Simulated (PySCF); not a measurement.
## Löwdin shares of the frontier orbitals

Species: C3H9AsSi.
Z-matrix (Å and degrees, PBE0-D3(BJ)/def2-SVP geometry), rows numbered from 1:
```
C 
C   1  1.3357
C   2  1.4852  1  125.33
As  3  2.0024  2  115.77  1  -106.17
Si  4  2.3710  3   98.50  2   -46.61
H   1  1.0922  2  121.30  3   178.78
H   1  1.0952  2  121.49  3    -1.10
H   2  1.0977  1  118.47  3  -178.84
H   3  1.1002  2  111.44  1    13.90
H   3  1.1020  2  111.69  1   134.23
H   4  1.5255  3   95.49  2    47.18
H   5  1.4942  4  108.12  3  -175.95
H   5  1.4943  4  114.66  3    62.64
H   5  1.4967  4  107.85  3   -58.61
```

Method used: TDDFT CAM-B3LYP/def2-SVPD, vertical, gas phase, core orbitals frozen in the response in PySCF 2.14.0, density-fitted response routines. Relativistic effects, spin–orbit coupling among them, are left out although an element past zinc is present.

Frontier orbitals with the atoms that hold most of them (Löwdin shares over 4%, at most four atoms; ? is withheld):

| orbital | ε (eV) | atoms |
| --- | --- | --- |
| HOMO-3 | -10.95 | Si5 25%, H12 15%, H14 15%, As4 12% |
| HOMO-2 | -10.09 | As4 31%, Si5 20%, H11 14%, C3 10% |
| HOMO-1 | -8.96 | As4 25%, C1 17%, C2 15%, Si5 14% |
| HOMO | -8.03 | ? |
| LUMO | ? | ? |
| LUMO+1 | 0.88 | Si5 32%, As4 27%, H13 12%, H12 6% |
| LUMO+2 | 0.99 | As4 29%, Si5 16%, H11 10%, C1 8% |

(1) Which atoms hold the HOMO, and with what shares?

(2) Give the leading atoms of the LUMO.

(3) What is the LUMO energy, and the HOMO–LUMO gap?

Answers

(1) As4 (bonded to C, Si and H) 46%; C1 (bonded to C and 2 H) 16%; C2 (bonded to 2 C and H) 14%; C3 (bonded to As, C and 2 H) 8%. By element: arsenic 46%, carbon 38%.

(2) As4 (bonded to C, Si and H) 26%; C1 (bonded to C and 2 H) 17%; C2 (bonded to 2 C and H) 16%; Si5 (bonded to As and 3 H) 11%. By element: carbon 33% or more, arsenic 26%, silicon 11%.

(3) ε(LUMO) = 0.77 eV; the gap is 8.80 eV (0.3232 hartree).

Question: The HOMO–LUMO gap is 8.80 eV. Where does the response calculation put the lowest singlet, and from which orbitals?

Answer: S1 is at 5.73 eV (f = 0.068), 3.06 eV below the gap, made of HOMO→LUMO (60%), HOMO→LUMO+2 (20%). 

Next come S2 at 6.13 eV (f 0.162), HOMO→LUMO+2 (52%), HOMO→LUMO (25%), HOMO→LUMO+1 (10%); S3 at 6.21 eV (f 0.180), HOMO→LUMO+1 (71%), HOMO→LUMO+2 (18%); S4 at 6.67 eV (f 0.198), HOMO-1→LUMO (44%), HOMO-1→LUMO+1 (15%), HOMO→LUMO+3 (10%); S5 at 6.75 eV (f 0.046), HOMO→LUMO+3 (69%), HOMO-1→LUMO+2 (14%).

One conformer stands for the species.
